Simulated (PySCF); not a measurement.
## Electron correlation in Sc⁺ (scandium, charge +1)

[Ar] 3d1 4s1, high-spin 3D determinant. Calculation: PySCF 2.14, in def2-TZVPPD (6s6p4d2f1g, 67 functions); no relativity, point nucleus. Frozen: [Ne]; 10 electrons correlated.

```
  level  correlation energy (mhartree)
   CCSD                        -219.53
    (T)                          -4.27
CCSD(T)                        -223.80
```

Diagnostics: T1 = 0.010, D1 = 0.0361, largest double amplitude 0.021.

Task: Is a single reference adequate?

Result: Yes: T1 lies below 0.03 and no double amplitude reaches 0.07.

This basis was not built for core-valence correlation, so the inner-shell part is incomplete.
